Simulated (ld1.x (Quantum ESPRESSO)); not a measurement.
# Scattering properties, RRKJ potential for zinc (Zn)

Zn (Z = 30), norm-conserving RRKJ (Kleinman–Bylander form), made with ld1.x (Quantum ESPRESSO) 7.5 (LDA (PZ), non-relativistic). Core [Ne], reference 3s2 3p6 3d10 4s2 4p0. Waves: 3s (bound): rc 1.10 bohr; 3p (bound): rc 0.75 bohr; 3d (bound): rc 0.65 bohr. Local part: all-electron potential smoothed inside 0.95 bohr (lloc = -1). Core correction: Bessel-smoothed model core inside 0.40 bohr.

Occupied shells without a wave of their own: 4s. They enter only through the test configuration that unscreens the potential, and ld1.x also counts them in the model core charge.

The phase is arctan(r·u′/u) with u = r·R(r), unwrapped; energies in Ry, scanned from -11 to 5 Ry. A pole is an energy at which the radial function vanishes at the test radius. The pseudo phase is shifted by a multiple of π to meet the all-electron one at the reference energy, and phase errors are pseudo minus all-electron; the curves can meet again beyond the range given. Levels narrower than the energy grid can be missing from the lists of poles.

Question: For each channel, where are the poles, and over which energies does the pseudopotential scatter like the atom?

Answer:

```csv
channel,radius (bohr),reference energy (Ry),"poles, all-electron","poles, pseudo",unbroken range about the reference energy with phases within 0.05 rad,phase error 1 Ry above the reference energy (rad)
s,1.20,-9.15,-7.72,-7.73,below 2.0,-0.001
p,1.20,-6.04,-4.39,-4.39,the whole range,-0.000
d,1.20,-0.80,1.26,1.28,the whole range,+0.001
```

ld1.x takes every shell without a wave as core, so the model core holds the 4s electrons as well and exchange and correlation see them twice. This cancels in the reference configuration, but the file is broken for other ones, and its errors say nothing about a proper core correction.

Phases in the p channel:

```csv
E (Ry),all-electron,pseudo
-11.00,1.212,1.211
-10.52,1.187,1.187
-10.04,1.156,1.156
-9.56,1.115,1.115
-9.08,1.059,1.058
-8.60,0.974,0.973
-8.12,0.835,0.834
-7.64,0.578,0.576
-7.16,0.069,0.068
-6.68,-0.627,-0.627
-6.20,-1.085,-1.085
-5.72,-1.317,-1.317
-5.24,-1.445,-1.446
-4.76,-1.526,-1.526
-4.28,-1.582,-1.583
-3.80,-1.624,-1.625
-3.32,-1.658,-1.659
-2.84,-1.685,-1.687
-2.36,-1.710,-1.711
-1.88,-1.731,-1.733
-1.40,-1.752,-1.753
-0.92,-1.771,-1.773
-0.44,-1.790,-1.792
0.04,-1.808,-1.811
0.52,-1.827,-1.831
1.00,-1.847,-1.851
1.48,-1.868,-1.873
1.96,-1.890,-1.896
2.44,-1.914,-1.921
2.92,-1.940,-1.949
3.40,-1.970,-1.981
3.88,-2.003,-2.017
4.36,-2.041,-2.059
4.84,-2.085,-2.108
```
